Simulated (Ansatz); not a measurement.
A run for Ansatz (a first-principles code): R-PBE/def2-TZVPP on CaNi, 2S+1 = 1, a spin state set in the input, which need not be the lowest, a point of a bond scan (R = 2.198 Å).

Ansatz 0.2 input:
```yaml
crystal:
  periodic: [false, false, false]
  atoms:
    - {symbol: Ni, position_ang: [0.00000000, 0.00000000, 0.00000000]}
    - {symbol: Ca, position_ang: [0.00000000, 0.00000000, 2.19827800]}
basis:
  gaussian:
    orbitals: def2-TZVPP
    pivot_positions_ang: [[0.00000000, 0.00000000, 0.00000000], [0.00000000, 0.00000000, 2.19827800]]
hamiltonian:
  xc: {name: PBE}
output: {forces: true, orbitals: {seedname: ./end}}
```

The log:

```
WARN ansatz: RAYON_NUM_THREADS=1 ignored (pool sized by the plan → 1); use --threads N
Functional definition: PBE
integrals: 0.04 GiB planned
850 factors; their error is unknown
mean field: 0.25 GiB planned
mean field evaluation 1: about -59443.5144 eV, gradient 1.5e2 eV
mean field evaluation 2: about -58382.9311 eV, gradient 5.2e2 eV
mean field evaluation 4: about -58975.3309 eV, gradient 6.9e2 eV
mean field evaluation 8: about -59465.5311 eV, gradient 5.6e1 eV
mean field evaluation 16: about -59469.0894 eV, gradient 1.1e-1 eV
mean field evaluation 32: about -59459.7751 eV, gradient 1.2e-1 eV
mean field evaluation 64: about -59469.0894 eV, gradient 1.6e-5 eV
mean field evaluation 96: about -59462.5556 eV, gradient 3.5e1 eV
mean field -59469.08937133 eV, -2185.4487247998 hartree, gradient 2.4e-5 eV, S^2 0.000000; 5 other end points of the search recorded, 0 dependent functions left out
the calculation of the forces begins
reference -59469.08940327 eV, -2185.4487259736 hartree; 24, 24 occupied and 76, 76 virtual orbitals, 850 factors
Total energy: -59469.08940327 eV, -2185.4487259736 hartree
Atom 0 at     0.000000     0.000000     0.000000 Å, force     0.000000    -0.000000     0.199774 eV/Å
Atom 1 at     0.000000     0.000000     2.198278 Å, force     0.000000     0.000000    -0.199774 eV/Å
Dipole moment:    -0.000000     0.000000     0.889285 e Å
```

The run converged.

Cost: about 10 core-seconds (a rough figure).
